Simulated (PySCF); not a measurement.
**Spinor energies of La+ (lanthanum, charge +1)**

Start: [Xe] 5d2; 5d3/2 filled at m_j = +1/2, +3/2. Calculated with PySCF 2.14 in x2c-TZVPall-2c: generalised Hartree-Fock with the X2C-1e Hamiltonian and a Gaussian nucleus; one run each with spin-orbit coupling (SO) switched off, then screened by Boettger's factors.

```tsv
spinor shell	electrons	ε, spin-free (eV)	ε, screened SO (eV)	weight of nominal j (screened SO)	rms radius, screened SO (bohr)
1s1/2	2	-39124.8	-39120.0	1.000	0.0286
2s1/2	2	-6339.8	-6338.4	1.000	0.116
2p1/2	2	-5675.6	-5964.6	1.000	0.100
2p3/2	4	-5675.6	-5547.9	1.000	0.106
3s1/2	2	-1404.9	-1404.6	1.000	0.303
3p1/2	2	-1187.9	-1245.7	1.000	0.295
3p3/2	4	-1187.9	-1162.3	1.000	0.308
3d3/2	4	-876.25	-886.74	1.000	0.279
3d5/2	6	-876.25	-869.03	1.000	0.283
4s1/2	2	-306.10	-306.11	1.000	0.694
4p1/2	2	-232.70	-245.22	1.000	0.719
4d3/2	4	-123.10	-125.17	0.999	0.820
4d5/2	6	-123.10	-121.82	1.000	0.830
5s1/2	2	-52.770	-52.900	1.000	1.68
5p1/2	2	-32.271	-35.009	0.958	1.90
5p3/2	4	-32.271	-31.164	0.979	1.96
5d3/2	2	-10.768	-10.858	0.893	3.19
```

Where does 4p3/2 lie, and what is the 4p spin-orbit splitting (screened SO)?

At -227.25 eV, 17.970 eV above 4p1/2.

```
   quantity    spin-free  screened SO
E (hartree)  -8487.51418  -8490.96396
        M_J            2            2
       ⟨J²⟩        8.017        6.395
       ⟨L²⟩       12.013       10.814
       ⟨S²⟩        2.004        1.736
```

The determinant has a definite M_J but mixes levels of different J.

Each row is a mean over spinors that exchange with the open shell spreads, by up to 2.093 eV (5p1/2).

Rows whose weight is well below 1 are mixtures of j = l ± 1/2: exchange outweighs spin-orbit coupling there, and the label is only the starting occupation.

Breit and QED terms are absent; they matter most for the inner s and p1/2 levels.

Densities and radii are taken from the X2C orbitals without a picture-change correction, which distorts them close to the nucleus.

Without spin-orbit coupling the j labels of p, d and f shells carry no meaning; the spin-free column gives the mean over the occupied spinors of each nl shell, and its ⟨J²⟩ belongs to a mixture of degenerate components.
